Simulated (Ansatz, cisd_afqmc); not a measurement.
System: Ti, charge 0, triplet.

Total energies in def2-TZVPP, 4 correlated electrons, 9 frozen orbitals. Open shells are spin-unrestricted; no spin-orbit coupling. Correlated methods leave the cores frozen (noble-gas shells, and filled d and f shells in the p block). No relativity. AFQMC is phaseless with a CISD trial state; ± is one standard error, without the phaseless bias. Outlying blocks are dropped, and bars are widened where a walk drifts. Over all cases where full CI ran beside it in this data, AFQMC minus full CI had a median of +0.1 mEh and passed +0.4 mEh in a tenth of the cases. Open-shell metal atoms are single determinants of the lowest configuration found, not pure terms.

```csv
method,program,energy (Eh),minus CCSDTQ (mEh)
HF,Ansatz,-848.39721,54.49
MP2,Ansatz,-848.43652,15.18
CCSD,Ansatz,-848.44923,2.47
CCSD(T),Ansatz,-848.45099,0.71
CCSDT(Q),Ansatz,-848.45168,0.01
CCSDTQ,Ansatz,-848.45169,0.00
AFQMC/CISD,cisd_afqmc,-848.4512 ± 0.0001,0.5 ± 0.1
```

Ansatz is a program for electronic structure.
